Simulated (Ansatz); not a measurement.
Basis sets compared for the cluster Au9⁻. Total charge -1; singlet. Geometry PBE-D4/def2-SVPD. Ansatz on 4 threads of Intel Xeon 6975P-C on a shared host; times are rough, and most runs start from earlier orbitals.

```xyz
9

Au   -2.349    0.728    2.118
Au    2.223   -2.232    2.433
Au   -3.201    2.058   -0.176
Au   -1.466    1.722   -2.328
Au   -0.785    0.499   -0.044
Au    0.843    0.255   -2.247
Au    1.659   -1.066    0.091
Au   -0.058   -0.758    2.291
Au    3.134   -1.205   -2.137
```

In the def2 sets Au takes a core potential; there is no spin–orbit coupling. The structure comes from a short search, and lower isomers may exist.

| level | functions | energy (Eh) | HOMO (eV) | LUMO (eV) | wall time |
| --- | --- | --- | --- | --- | --- |
| PBE-D4/def2-SVP | 288 | -1222.4264 | -1.80 | -0.96 | 6 s |
| PBE0-D4/def2-SVP | 288 | -1221.9671 | -2.17 | -0.29 | 15 s |

Problem. Estimate the rows for PBE-D4/def2-SVPD, PBE0-D4/def2-SVPD.

Solution. 
```tsv
level	functions	energy (Eh)	HOMO (eV)	LUMO (eV)	wall time
PBE-D4/def2-SVPD	315	-1222.4413	-1.77	-0.94	9 s
PBE0-D4/def2-SVPD	315	-1221.9824	-2.15	-0.25	26 s
```
